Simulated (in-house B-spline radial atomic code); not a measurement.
## Ionising Ga6+ with different functionals

Computed with a B-spline radial code for spherical atoms: non-relativistic Hamiltonian, point nucleus, spin-polarised at highest spin, spherical fractional occupations for the functionals, the average over the highest-spin determinants for Hartree-Fock. The ionisation energy is the difference of two self-consistent energies, [Ar] 3d7 → [Ar] 3d6, without Breit or QED terms; ε is the level of the shell that loses the electron (its least bound occupied spin orbital). There is no spin-orbit coupling in this Hamiltonian.

Hybrids are left out here: with spherical fractional occupations of an open shell their exact exchange keeps a self-interaction that integer-occupation calculations don't have.

```tsv
method	rung	ΔSCF (eV)	-ε(3d) (eV)
Hartree-Fock	Hartree-Fock	139.01	142.05
LDA VWN5	LDA	142.04	127.80
LDA PW92	LDA	142.03	127.79
LDA exchange-only	LDA	139.56	125.41
PBE	GGA	141.59	127.37
PBEsol	GGA	141.55	127.34
BLYP	GGA	141.52	127.29
RPBE	GGA	141.47	127.26
PW91	GGA	141.79	127.56
BP86	GGA	141.74	127.50
AM05	GGA	141.60	127.38
OLYP	GGA	141.89	127.70
TPSS	meta-GGA	141.34	127.16
SCAN	meta-GGA	140.83	126.89
r2SCAN	meta-GGA	140.94	126.99
M06-L	meta-GGA	140.79	126.82
revTPSS	meta-GGA	141.09	126.94
```

(1) How do they compare with the NIST value?

## Answers

(1) NIST lists 141 eV ± 1.4 (tabulated theory, ground level to ground level). Errors run from -1.79 to +1.24 eV; all lie within about twice that uncertainty, so the table can't rank the methods. Hartree-Fock also lacks correlation.
